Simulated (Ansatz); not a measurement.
Computed with Ansatz on PBE0-D4/def2-TZVP structures; ΔE is electronic, products minus reactants. CCSD(T)/CBS adds triple-zeta CCSD(T) − MP2 to the extrapolated MP2 energy (def2 sets, frozen cores). Functionals use def2-TZVPP. B3LYP here is the variant with VWN-RPA as its local correlation; programs differ in this. def2 core potentials past Kr. For Ge, Ta outer-core shells are correlated without core-valence functions, which leaves a few kJ/mol of doubt a bond. Scalar relativity is left out up to krypton. Each species was taken in one conformer, which may not be the lowest.

Reaction (redistribution): `Cl[SiH](Cl)[GeH3]` + `[CH3][Ta]([OH])([F])=[S]` → `O[SiH](Cl)[GeH3]` + `[CH3][Ta]([F])(=[S])[Cl]`

| level | ΔE (kJ/mol) | difference from CCSD(T)/CBS |
| --- | --- | --- |
| PBE-D4 | -7.2 | 6.4 |
| r2SCAN-D4 | -12.4 | 1.2 |
| PBE0-D4 | -9.2 | 4.4 |
| B3LYP-D4 | -11.5 | 2.1 |
| ωB97M-V | -8.4 | 5.2 |
| PBE | -7.7 | 5.9 |
| r2SCAN | -12.5 | 1.1 |
| B3LYP | -12.3 | 1.3 |
| CCSD/def2-TZVPP | -13.4 | 0.2 |
| CCSD(T)/def2-TZVPP | -15.0 | -1.4 |
| CCSD(T)/CBS | -13.6 | 0 |

Largest T1 diagnostic among the species: 0.020, so the coupled-cluster value is less sure than usual.
